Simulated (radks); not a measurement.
Problem. Ionisation of the thulium ion Tm3+, [Xe] 4f12, to [Xe] 4f11 as the strength of local exchange is varied. Method: non-relativistic Kohn-Sham, Slater X-alpha exchange (alpha = 2/3 is LDA exchange), no correlation, spin-polarised, spherical densities, point nucleus; open shells are filled with parallel spins first (spin-orbit coupling, left out, can overturn this in heavy ions); relativity is left out, which matters for an element this heavy; computed with a radial shooting solver on a logarithmic mesh with Libxc functionals.

| alpha | E(Tm3+) (hartree) | exchange (hartree) | IE (eV) | -e of the level emptied (eV) | <r> of it (bohr) |
|---|---|---|---|---|---|
| 0.667 | -12928.2843 | -257.6125 | 48.630 | 38.220 (4f) | 0.7249 |
| 0.744 | -12958.0598 | -288.0504 | 51.346 | 40.761 (4f) | 0.7160 |
| 0.751 | -12960.7703 | -290.8245 | 51.596 | 40.996 (4f) | 0.7152 |
| 0.788 | -12975.1069 | -305.5077 | 52.930 | 42.248 (4f) | 0.7111 |
| 0.85 | -12999.1676 | -330.1857 | 55.202 | 44.385 (4f) | 0.7044 |
| 1.01 | -13061.4755 | -394.2975 | 61.274 | 50.125 (4f) | 0.6881 |
| x | -13022.1075 | -353.7555 | 57.406 | 46.465 (4f) | 0.6983 |

Which alpha was used in the last row?

Solution. alpha = 0.909. NIST Atomic Spectra Database: 42.41 eV (semi-empirical). The central value is not met in this range of alpha. Relativity is left out here, which matters for elements this heavy. Open shells are spherical and high-spin; term and fine-structure splittings are not resolved. No tabulated value is given for the 4+ ions of Nd, Pm and Eu to Yb, where it belongs to another shell than the one emptied here.
